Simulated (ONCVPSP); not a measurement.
**What one change does to a pseudopotential (Ge (Z = 32), ONCV)**

* Element: germanium
* Generator: ONCVPSP 4.0.1
* Type: optimised norm-conserving Vanderbilt (ONCV)
* Functional: LDA (Perdew-Wang 92)
* Relativity: scalar-relativistic
* Frozen core: [Ar] 3d10
* Valence charge: 4
* Reference configuration: 4s2 4p1 (charge +1)
* Partial waves: 4s: rc 1.45 bohr, ncon 4, nbas 8, qcut 3.5 1/bohr, local; 4p: rc 1.80 bohr, ncon 4, nbas 9, qcut 4.5 1/bohr, 2 projectors, debl 2.3 Ha
* Local potential: the s channel
* Core correction: Teter function, fcfact 5.25, rcfact 1.1

Change: functional PBE.

Cutoffs: the cutoffs (Ha) at which the residual kinetic energy of the hardest occupied pseudo-wave falls to 1 and 0.1 mHa per electron; they do not see the model core or the augmentation charge, which bear on the density cutoff. Errors are all-electron minus pseudo energies relative to the spin-unpolarised reference configuration.

What does the change do?

The potential gets neither clearly harder nor softer (15 Ha and 39 Ha → 15 Ha and 39 Ha); of the 4 tests that both files solve, the error grows in 4 and shrinks in 0 by more than 15 % and 0.3 meV (median size 7.7 → 15.4 meV); neither file shows a bound ghost.

| quantity | base | changed |
| --- | --- | --- |
| cutoff, loose | 15 Ha | 15 Ha |
| cutoff, tight | 39 Ha | 39 Ha |
| loose cutoff by channel | s 15 Ha, p 7.5 Ha | s 15 Ha, p 7.3 Ha |
| bound ghosts | none | none |
| GHOST(+) flags under 300 eV | none | p at 111.7 eV |
| error for 4s2 4p2, meV [ΔE -7.63 → -7.44 eV] | +4.7 | +6.0 |
| error for 4s2 4p0, meV [ΔE 15.71 → 15.44 eV] | +8.1 | +14 |
| error for 4s1 4p0, meV [ΔE 50.92 → 50.23 eV] | +54 | +80 |
| error for 4s1 4p3, meV [ΔE 0.42 → 0.53 eV] | +7.3 | +17 |
| s: phases at 1.48 bohr within 0.05 rad from the reference energy up to (Ha; the scan ends near 5) | 2.4 | 2.5 |
| p: phases at 1.83 bohr within 0.05 rad from the reference energy up to (Ha; the scan ends near 5) | 3.6 | 3.4 |
| rms error of d²Exc/dni dnj with the model core, mHa | 5.96 | 4.57 |
